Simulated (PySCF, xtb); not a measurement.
HO2Si, SMILES O=[Si]=[OH+], charge +1.

Harmonic wavenumbers (cm⁻¹) from GFN2-xTB (xtb 6.7.1) at its own minimum, in rising order: 189, 357, 358, 1117, 1670, 3383.

**Question.** What does PySCF with PBE-D3(BJ)/def2-TZVP give at its own minimum? (An estimate is asked for; the answer gives what the named calculation found.)

**Answer.** 217, 231, 525, 920, 1380, 3619. Paired by order, the mean absolute difference is 174 cm⁻¹ and the zero-point energies are 10.1 and 9.9 kcal/mol.
